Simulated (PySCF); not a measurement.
Computed shifts of a molecule C3H5BO2, B3LYP/pcSseg-1 (PySCF), GIAO, gas phase, equivalent atoms averaged, in ppm (number of nuclei): ¹³C: 183.3 (1), 100.3 (1), 74.0 (1). ¹H: 5.56 (1), 5.06 (1), 4.75 (1), 4.37 (2). References: ¹³C against TMS (σ = 181.3 ppm); ¹⁷O against H2O (σ = 333.8 ppm); ¹¹B against BF3 (σ = 86.3 ppm); ¹H against TMS (σ = 31.68 ppm), references at their B3LYP-D3(BJ)/def2-TZVP geometries, non-relativistic. The structure is a stationary point at PBE0-D3(BJ)/def2-SVP. The values are those of a single conformer.

Question: Identify the compound among the candidates.
A) C=CB1OCO1
B) C=C1OCB1O
C) OCB1C=CO1
D) O=CB1CCO1

Answer: B, C=C1OCB1O
